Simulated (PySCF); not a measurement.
AlClH2O. Atoms are numbered in the order given.

```xyz
5

Al    -0.5432     0.5378     0.0000
H     -2.0755     0.8150     0.0000
Cl     0.2019    -1.4300     0.0000
O      0.5277     1.8421     0.0000
H      1.4832     1.7675     0.0000
```

Coordinates come from a B3LYP-D3(BJ)/def2-TZVP optimisation. Other conformers were not sampled.

All values below come from PySCF 2.14.0 with C-PCM-PBE0/def2-SVP.

The values are the electrostatic part of the solvation free energy, E(continuum) − E(gas) at the gas-phase geometry, in a cavity of scaled van der Waals radii (PySCF's table); cavitation and dispersion terms are not included. A continuum can't describe solvent molecules that bind to the metal. In vacuum the orbital gap is 8.37 eV. The dipole moment in vacuum is 0.97 D.

```tsv
solvent	ε	ΔG(elec) (kcal/mol)	dipole (D)	gap (eV)
water	78.36	-6.7	1.17	8.80
tetrahydrofuran	7.43	-5.8	1.14	8.74
ethanol	24.85	-6.5	1.16	8.79
```
